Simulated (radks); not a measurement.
Excited configurations of neutral bismuth: one electron is placed in a higher orbital outside [Hg] 6p2. The ground configuration is [Hg] 6p3. Method: Dirac Kohn-Sham, LDA (Slater exchange, Perdew-Wang correlation), spin-unpolarised, spherical densities, finite nucleus; open shells fill j = l - 1/2 first; Fermi nuclear charge, rms radius 5.5211 fm; computed with a radial shooting solver on a logarithmic mesh with Libxc functionals. Excitation = E - E(ground); binding = E(ion) - E, where the ion is the core of charge +1; n* = 1/sqrt(2 binding) in atomic units, and the quantum defect is n - n*.

outer orbital  excitation (eV)  binding (eV)     n*  quantum defect  eigenvalue (eV)  <r> (bohr)
5f5/2                    6.224         0.916  3.854           1.146           -0.437       17.32
6d3/2                    5.294         1.847  2.714           3.286           -0.703       8.372
6f5/2                    6.505         0.635  4.629           1.371           -0.369       29.23
7s1/2                    3.811         3.329  2.022           4.978           -1.887       6.589
7p1/2                    4.895         2.246  2.461           4.539           -1.217       8.727
7d3/2                    6.000         1.141  3.454           3.546           -0.623       16.57
7f5/2                    6.680         0.461  5.435           1.565           -0.290       43.75

The Delta-SCF ionisation energy is 7.141 eV (NIST Atomic Spectra Database: 7.286 eV, measured). Self-interaction in the functional shifts the binding energies and quantum defects, so they are the method's values and not measured ones. Spin polarisation and multiplet splitting are left out, so open shells lie too high by an amount that depends on their filling.

Beside tabulated values, note that spin-unpolarised runs miss the spin-polarisation part of the exchange energy of open shells.
